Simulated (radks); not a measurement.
Species: Cu4+. Configuration: [Ar] 3d7. Calculated with a radial shooting solver on a logarithmic mesh with Libxc functionals: Dirac Kohn-Sham, PBE, spin-unpolarised, spherical densities, point nucleus; open shells fill j = l - 1/2 first.

Spin-orbit splittings of the eigenvalues, e(l+1/2) - e(l-1/2), with zeta = 2 splitting/(2l+1) and mean radii in bohr:

shell  occ.  splitting (eV)  zeta (eV)  <r> j=l-1/2  <r> j=l+1/2
2p        6           20.48      13.66       0.2042       0.2075
3p        6           2.726      1.818       0.7196       0.7289
3d        7               ?          ?       0.8033       0.8070

Estimate the 3d splitting.

Answer. 0.3591 eV (zeta = 0.1437 eV).
